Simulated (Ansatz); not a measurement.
Relaxation of AlH₅O₂Si (9 atoms, charge 0, multiplicity 1), to a largest force component of 0.015 eV/Å in at most 40 steps.

The calculation used Ansatz 0.2.0, RKS PBE-D4/def2-SVP.

```xyz
9
Properties=species:S:1:pos:R:3:forces:R:3
O -0.290 1.878 -1.242 -0.16 -1.44 -1.31
Al 0.428 0.482 -0.415 1.69 1.30 -1.17
O 2.208 0.210 -0.558 -0.74 1.21 1.69
Si -0.829 -0.996 0.830 -0.76 -0.87 0.02
H -0.581 1.575 -2.169 0.44 0.82 1.48
H 2.622 0.717 0.224 -0.41 -0.92 -1.47
H -0.349 -1.064 2.220 0.14 -0.05 0.64
H -0.671 -2.368 0.227 0.03 -0.10 0.02
H -2.289 -0.679 0.793 -0.21 0.06 0.11
```

**Question.** Where does it end, and by what steps?

**Answer.** The forces met the threshold. After 10 steps the energy has fallen by 0.662 eV; H6 moved furthest, 0.85 Å.

```
step  energy less start (eV)  largest force component (eV/Å)  accepted
   0                  0.0000                           1.690       yes
   1                 -0.2521                           1.138       yes
   2                 -0.4565                           0.577       yes
   3                 -0.5316                           0.724       yes
   4                 -0.5060                           1.725        no
   5                 -0.5889                           0.433       yes
   6                 -0.6291                           0.226       yes
   7                 -0.6606                           0.062       yes
   8                 -0.6581                           0.137        no
   9                 -0.6622                           0.020       yes
  10                 -0.6625                           0.009       yes
```

```xyz
9
Properties=species:S:1:pos:R:3
O -0.411 1.478 -1.464
Al 0.405 0.432 -0.373
O 2.106 0.408 -0.129
Si -0.931 -1.145 0.909
H -0.010 2.144 -2.044
H 2.769 0.957 -0.574
H -0.480 -1.201 2.346
H -0.805 -2.539 0.346
H -2.393 -0.779 0.892
```

Whether the end is a true minimum wasn't checked by a vibrational analysis.

Run time: 34 s on 1 thread of Intel(R) Xeon(R) Platinum 8488C (Sapphire Rapids), with other jobs on the host, peak memory 0.27 GiB.
